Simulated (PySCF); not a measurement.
A species of formula C4H9FOSi2 has this rotational fingerprint, computed with CAM-B3LYP/def2-SVPD in PySCF (dipole) on a GFN2-xTB geometry, gas phase:

- Rotational constants: A = 2592, B = 586.2, C = 522.6 MHz
- Dipole components: |μa| = 0.69 D, |μb| = 0.65 D, |μc| = 1.15 D
- Inertial defect: -90.16 u·Å²
- κ: -0.94

Problem. Which structure is it? (One computed conformer of each.)
A. `[CH3:1][SiH2:2][C@H:3]([F:4])[C:5]#[C:6][SiH2:7][OH:8]` with C1–Si2–C3–F4 179°, C6–Si7–O8–H -50°
B. `[O:1]=[CH:2][SiH2:3][CH2:4]/[CH:5]=[C:6](/[F:7])[SiH3:8]` with O1–C2–Si3–C4 -2°, C2–Si3–C4–C5 179°, Si3–C4–C5–C6 -105°
C. `[F:1][Si:2]1([O:3][SiH3:4])[CH2:5][CH:6]=[CH:7][CH2:8]1` with F1–Si2–O3–Si4 0°
D. `[CH:1]#[C:2][Si@@:3]([F:4])([CH2:5][CH3:6])[SiH2:7][OH:8]` with C2–Si3–C5–C6 179°, C2–Si3–Si7–O8 144°, Si3–Si7–O8–H -51°

Solution. B. It is O=C[SiH2]C/C=C(/F)[SiH3], a near-prolate asymmetric top, point group C1. The candidates at the same level (rigid rotor, commonest isotopes):

```tsv
SMILES	A (MHz)	B (MHz)	C (MHz)	μa (D)	μb (D)	μc (D)	Δ (u·Å²)	point group	rotor
C#C[Si@@](F)(CC)[SiH2]O	1468	1070	788.7	0.82	0.07	0.87	-175.80	C1	asymmetric top
O=C[SiH2]C/C=C(/F)[SiH3]	2592	586.2	522.6	0.69	0.65	1.15	-90.16	C1	near-prolate asymmetric top
F[Si]1(O[SiH3])CC=CC1	2818	829.3	804.7	0.05	1.32	0.00	-160.75	Cs	near-prolate asymmetric top
C[SiH2][C@H](F)C#C[SiH2]O	2399	549.4	465.0	1.24	1.45	0.06	-43.61	C1	near-prolate asymmetric top
```

`C#C[Si@@](F)(CC)[SiH2]O` has B 83 % too high; `F[Si]1(O[SiH3])CC=CC1` has C 54 % too high; `C[SiH2][C@H](F)C#C[SiH2]O` has C 11 % too low. No structure here is proved a minimum.
